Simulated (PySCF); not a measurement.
Static response to an electric field

Compound: C₅H₁₀Se.
SMILES with atom numbers: `[CH3:1][CH2:2][CH2:3][C:4]([CH3:5])=[Se:6]` (hydrogens: H7, H8, H9 on C1; H10, H11 on C2; H12, H13 on C3; H14, H15, H16 on C5)

Structure used (PBE0-D3(BJ)/def2-SVP), in Å, numbered top down from 1:
```xyz
16
C5H10Se angstrom
C      2.3076   -0.6600   -0.0609
C      0.9372   -0.2641    0.4627
C      0.1593    0.6142   -0.5275
C     -1.1981    0.9778   -0.0021
C     -2.3015    0.0269   -0.3279
Se    -1.4532    2.4228    0.9835
H      2.9229    0.2273   -0.2778
H      2.2310   -1.2453   -0.9909
H      2.8523   -1.2714    0.6739
H      1.0344    0.2922    1.4090
H      0.3489   -1.1679    0.6957
H      0.0527    0.0691   -1.4826
H      0.7395    1.5286   -0.7214
H     -3.2259    0.2574    0.2146
H     -1.9927   -1.0114   -0.1152
H     -2.5050    0.0676   -1.4131
```

Level: wB97X-D/def2-SVPD (PySCF), static field, nuclei fixed, core orbitals frozen in the response. The polarisability tensor in these axes (au):

```
x    97.15  -9.60  -4.08
y    -9.60 100.99  15.50
z    -4.08  15.50  81.71
```

Diagonalise the tensor; give its mean and Δα, where Δα² is half the sum of the squared differences of the eigenvalues.

Principal values 73.04, 91.33 and 115.48 au; mean 93.28 au = 13.82 Å³ = 15.38 × 10⁻⁴⁰ C²·m²/J; Δα = 36.87 au (40 % of the mean).

What is the dipole moment, and where does it point?

(0.69, -2.54, -1.46) D, 3.01 D in size, pointing from the negative to the positive side. Measured along this direction, the outermost atoms are Se6 at the negative end and H8 at the positive end.

Give the eigenvalues of the traceless quadrupole moment Θ = ½Σq(3rr − r²1), origin at the centre of nuclear charge.

-2.70, -0.33, 3.02 D·Å. The values depend on the origin, since the dipole doesn't vanish. The electronic extent ⟨r²⟩ about the same centre is 1257 bohr², a root-mean-square distance of 2.18 Å for the 74 electrons.

Find the Langevin capture rate constant for O2+ (31.990 u) meeting this molecule (149.995 u), k = 2.342 × 10⁻⁹ cm³/s × √(α in Å³ / reduced mass in u).

The reduced mass is 26.37 u, so k = 1.70 × 10⁻⁹ cm³/s. The formula leaves out the permanent dipole, which adds to the capture rate.

Form Σ f/ω² (atomic units) for the 10 lowest TDDFT singlets, given as eV and f, and set it beside the mean polarisability, which is this sum over all singlets: 2.20, 0.0000; 4.98, 0.2581; 5.71, 0.0027; 5.88, 0.0404; 5.96, 0.0828; 6.57, 0.0125; 6.78, 0.0011; 6.88, 0.0168; 7.19, 0.0145; 7.29, 0.0157.

They add up to 11.30 au, 12.1 % of the 93.28 au; the largest single term is 7.72 au, from the state at 4.98 eV. Terms in order: 0.00, 7.72, 0.06, 0.87, 1.73, 0.21, 0.02, 0.26, 0.21, 0.22 au. Higher excitations give the rest. The strengths listed sum to 0.445.

Along which axes do the principal values lie, and how far do the nuclei extend along each?

Largest value along (-0.49, 0.77, 0.41), where the nuclei span 5.44 Å; middle along (0.87, 0.41, 0.29), 5.19 Å; least along (-0.05, -0.50, 0.87), 2.59 Å. The response follows the extents in order.

One conformer (not necessarily the lowest) at the PBE0-D3(BJ)/def2-SVP geometry, without solvent, vibrations or thermal averaging. The calculation is non-relativistic, for selenium too.
